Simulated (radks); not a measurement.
The numbers below are computed, except where a source is named.
All-electron atom: neutral nitrogen in [He] 2s2 2p3 (the NIST ground configuration).

Level of theory: Dirac Kohn-Sham, LDA (Slater exchange, Perdew-Zunger correlation), spin-unpolarised, spherical densities, point nucleus; open shells are shared between the two j in proportion to 2j + 1 (a radial shooting solver on a logarithmic mesh with Libxc functionals).

Energy parts (eV):
| part | energy |
|---|---|
| total | -1470.882 |
| kinetic | 1464.573 |
| electron-nucleus | -3470.645 |
| Hartree | 702.308 |
| exchange-correlation | -167.118 |

Orbitals (lengths in bohr, moments of r in powers of bohr; r(max) is where P^2 peaks):
orbital  occ.  eigenvalue (eV)   <1/r>     <r>    <r^4>  r(max)  small-component weight
1s1/2       2        -381.5188   6.600  0.2312  0.01377  0.1491                5.79e-04
2s1/2       2         -18.4226   1.099   1.329    9.239   1.016                6.30e-05
2p1/2       1          -7.2545  0.9415   1.480    22.12  0.9647                4.90e-05
2p3/2       2          -7.2351  0.9402   1.482    22.22  0.9657                4.89e-05
3s1/2       0          -0.1498  0.1612   8.927    31770   5.625                2.42e-06

The highest occupied level is 2p3/2 at -7.235 eV. For comparison, the ionisation energy in NIST's Atomic Spectra Database is 14.534 eV (measured). In exact Kohn-Sham theory the highest level is minus the ionisation energy, but local and semilocal functionals leave it too shallow, through self-interaction and a potential that decays too fast; potentials with the right tail come closer.

Beside tabulated values, note that spin-unpolarised runs miss the spin-polarisation part of the exchange energy of open shells.
